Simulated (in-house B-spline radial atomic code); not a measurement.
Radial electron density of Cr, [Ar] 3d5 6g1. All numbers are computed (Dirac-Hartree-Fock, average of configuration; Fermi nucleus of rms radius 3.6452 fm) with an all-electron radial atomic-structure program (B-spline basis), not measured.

Columns: r (bohr), 4πr²n(r) (electrons per bohr), bar.

```
 0.00234   0.6315 #
 0.00303    1.016 #
 0.00392    1.617 ##
 0.00507     2.54 ####
 0.00657    3.937 ######
  0.0085    5.961 ########
   0.011    8.788 ############
  0.0142    12.47 ##################
  0.0184    17.01 ########################
  0.0239    21.93 ###############################
  0.0309    26.19 #####################################
    0.04    28.62 #########################################
  0.0517    28.24 ########################################
   0.067    25.37 ####################################
  0.0867    22.37 ################################
   0.112    22.46 ################################
   0.145    26.62 ######################################
   0.188    31.07 ############################################
   0.243    29.69 ##########################################
   0.315    21.21 ##############################
   0.408    12.45 ##################
   0.528    10.33 ###############
   0.683    12.79 ##################
   0.884    12.99 ##################
    1.14    9.234 #############
    1.48    4.701 #######
    1.92    1.929 ###
    2.48   0.7261 #
    3.21   0.2369 
    4.16  0.05605 
    5.38  0.00805 
    6.96 0.0007585 
    9.01 0.001125 
    11.7 0.004694 
    15.1  0.01284 
    19.5  0.01898 
    25.3 0.007435 
    32.7  0.00271 
    42.4  0.03027 
    54.9  0.02506 
      71 0.004152 
    91.9 0.0001178 
     119 3.852e-07 
     154 8.44e-11
```

On this grid the curve has 5 maxima, near 0.04, 0.188, 0.884, 19.5, 42.4 bohr.

The 3d3/2 radial function P(r) = rR(r), positive near the nucleus, with its small component Q(r) (sign convention: Q ≈ (P' + κP/r)/2c):

| r (bohr) | P | Q |
| --- | --- | --- |
| 0.0239 | 0.001089 | 0.0007755 |
| 0.04 | 0.00445 | 0.001874 |
| 0.067 | 0.01704 | 0.004156 |
| 0.112 | 0.05824 | 0.00804 |
| 0.188 | 0.1708 | 0.01283 |
| 0.315 | 0.3984 | 0.0156 |
| 0.528 | 0.693 | 0.01308 |
| 0.884 | 0.8298 | 0.006707 |
| 1.48 | 0.667 | 0.001973 |
| 2.48 | 0.3566 | 0.000167 |
| 4.16 | 0.1049 | -0.0001115 |
| 6.96 | 0.01042 | -2.205e-05 |
